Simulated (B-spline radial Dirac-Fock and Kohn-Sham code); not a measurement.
**Rh⁴⁺ 3d5/2: cross section and angular parameters**

System: Rh⁴⁺, configuration [Kr] 4d5; threshold 376.0 eV (orbital energy of the model). Level of theory: Dirac-Hartree-Slater photoionisation with a Latter tail; cross sections with all multipoles, angular parameters from the dipole term and its interference with E2; an atomic code on a B-spline grid.

Input file task.json (cfg lists n, l and occupation; rrms is the nuclear radius in fm):

```json
{"items": [{
  "Z": 45,
  "q": 4,
  "cfg": [[1, 0, 2], [2, 0, 2], [2, 1, 6], [3, 0, 2], [3, 1, 6], [3, 2, 10], [4, 0, 2], [4, 1, 6], [4, 2, 5]],
  "A": 103,
  "rrms": 4.4945,
  "do": "xps",
  "hv": [59.4, 60, 124.0, 165.0, 212.0, 225.0, 300, 347.0, 369.0, 391.0, 421.0, 577.0, 600, 610.0, 619.0, 626.0, 998.0, 1240.0, 1760.0, 1880.0, 2250.0, 2820.0, 2860.0, 2984.4, 3830.0, 4000, 4500.0, 5414.7, 6000, 12000]
}]}
```

Launch: `python xray2_run.py task.json out`

For linearly polarised light dσ/dΩ = σ/(4π) [1 + β P₂(cos θ) + (δ + γ cos²θ) sin θ cos φ], with θ from the polarisation vector and φ the angle between the beam and the projection of the electron momentum on the plane normal to the polarisation.

```
hν (eV)  σ (kb)      β       γ       δ
    391    2460  0.372  -0.017  -0.002
    421    2260  0.355  -0.035   0.001
    577    1360  0.839  -0.046   0.018
    600    1250  0.882  -0.041   0.020
    610    1210  0.899  -0.038   0.020
    619    1170  0.914  -0.036   0.021
    626    1140  0.925  -0.034   0.022
    998     358  1.187   0.113   0.041
   1240     195  1.220   0.218   0.051
   1760    68.7  1.201   0.419   0.070
   1880    55.9  1.189   0.460   0.075
   2250    31.5  1.149   0.573   0.088
   2820    15.0  1.084   0.718   0.110
   2860    14.3  1.079   0.727   0.111
 2984.4    12.4  1.065   0.755   0.116
   3830       ?      ?       ?       ?
   4000    4.48  0.962   0.944   0.155
   4500    2.95  0.917   1.017   0.175
 5414.7    1.50  0.846   1.129   0.210
   6000    1.03  0.807   1.189   0.231
  12000  0.0692  0.553   1.529   0.437
```

Q: Give the values at 3830 eV.

A: σ = 5.23 kb, β = 0.978, γ = 0.917, δ = 0.149.

Values without a named source are computed, but for edge energies of neutral atoms, which are taken from tables.
